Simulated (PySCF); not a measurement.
Compound: C5H11B.
Geometry (PBE0-D3(BJ)/def2-SVP, Å), atoms numbered from 1 in this order:
```
atom  x, y, z in Å
B1    -0.8773    1.6995    0.7289
C2    -0.5898    0.3746   -0.0195
C3    -1.1790   -0.9975    0.3973
C4     0.1140   -1.6702   -0.1017
C5     0.8123   -0.2909   -0.1526
C6     1.7500   -0.0253    1.0104
H7    -1.9760    1.9054    1.1981
H8    -0.0474    2.5803    0.7962
H9    -0.9685    0.6358   -1.0355
H10   -1.3089   -1.0835    1.4870
H11   -2.1223   -1.3039   -0.0784
H12   -0.0071   -2.1123   -1.1023
H13    0.5721   -2.4254    0.5565
H14    1.3346   -0.0766   -1.0992
H15    1.2520   -0.2165    1.9762
H16    2.6362   -0.6777    0.9604
H17    2.0994    1.0185    1.0164
```

All values: PBE0/def2-SVPD (PySCF, non-relativistic), on one gas-phase PBE0-D3(BJ)/def2-SVP geometry that isn't relaxed in the solvent. The solvent is an IEF-PCM continuum (van der Waals radii × 1.2). Specific hydrogen bonds and non-electrostatic terms are outside this model.

Gas phase at PBE0/def2-SVPD: HOMO -8.07 eV, LUMO -1.23 eV, dipole 0.83 D.

Q: What does the continuum do to the energy, the frontier levels and the dipole at PBE0/def2-SVPD in cyclohexane and methanol?

A: 
```json
{"solvent": "cyclohexane", "ε": "2.017", "E(solvent) − E(gas) (kcal/mol)": "-0.42", "polarisation term (kcal/mol)": "-0.44", "distortion of the solute (kcal/mol)": "0.02", "HOMO (eV)": "-8.00", "LUMO (eV)": "-1.19", "dipole (D)": "0.91"}
{"solvent": "methanol", "ε": "32.61", "E(solvent) − E(gas) (kcal/mol)": "-1.09", "polarisation term (kcal/mol)": "-1.21", "distortion of the solute (kcal/mol)": "0.12", "HOMO (eV)": "-7.94", "LUMO (eV)": "-1.15", "dipole (D)": "1.04"}
```

The polarisation term is half the interaction of the solute with the surface charges that it induces; the rest is the cost of distorting the solute's density. The sum is the electrostatic part of solvation alone. From cyclohexane to methanol the lowering changes by a factor 2.58, Onsager's factor (ε − 1)/(2ε + 1) by 2.36 and ε itself by 16.2.

Q: Give the dipole vector in the frame of the coordinates (D, pointing from negative to positive charge), gas and methanol.

A: Gas (0.19, -0.61, -0.52), solvent (0.21, -0.76, -0.68). Its length changes by +26 % and its direction by 2°.

Q: How does the static polarisability (PBE0/def2-SVPD, frozen core, with the continuum's full static response) change?

A: 
```json
{"medium": "gas", "isotropic (au)": "73.1", "principal values (au)": "63.5, 75.4, 80.3", "⟨r²⟩ of the electrons (bohr²)": "605.0"}
{"medium": "cyclohexane", "isotropic (au)": "81.9", "principal values (au)": "71.4, 84.4, 89.9", "⟨r²⟩ of the electrons (bohr²)": "605.1"}
{"medium": "methanol", "isotropic (au)": "98.5", "principal values (au)": "88.7, 100.8, 106.1", "⟨r²⟩ of the electrons (bohr²)": "605.4"}
```

The isotropic value in methanol is 1.35 times the gas-phase one; no cavity-field correction is applied. ⟨r²⟩ is taken about the centre of nuclear charge.

Cost: about 60 s of CPU time on one thread; the machine was shared, so the figure is rough. This is the whole response run at PBE0/def2-SVPD in methanol, SCF included.
